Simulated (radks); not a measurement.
The nuclear charge of neutral neodymium is varied continuously with 60 electrons held in [Xe] 4f4 6s2. Method: scalar-relativistic Kohn-Sham, BLYP, spin-polarised, spherical densities, finite nucleus; open shells are filled with parallel spins first (spin-orbit coupling, left out, can overturn this in heavy ions); Fermi nuclear charge, rms radius 4.9123 fm; computed with a radial shooting solver on a logarithmic mesh with Libxc functionals. By the Hellmann-Feynman theorem dE/dZ = E(electron-nucleus)/Z, the electronic potential at the nucleus (averaged over a nucleus of fixed radius). The scalar-relativistic energy here is not variational (the density holds large components alone), so the two differ by a part that grows with Z.

Z,E (hartree),E(electron-nucleus)/Z (hartree),HOMO,e(HOMO) (eV),<r> HOMO (bohr)
59.8,-9546.2060,-387.698,4f,-0.056,1.173
60,-9624.3196,-389.572,4f,-2.284,1.105
60.2,-9702.8121,-391.441,6s,-4.382,4.286
60.4,-9781.6828,-393.306,6s,-5.587,4.114
60.6,-9860.9312,-395.170,6s,-6.863,3.963
60.8,-9940.5571,-397.033,6s,-8.205,3.829
61,-10020.5606,-398.895,6s,-9.609,3.708

The central difference of E at Z = 60 is -391.515 hartree, to compare with the third column; the second derivative is -9.47 hartree.
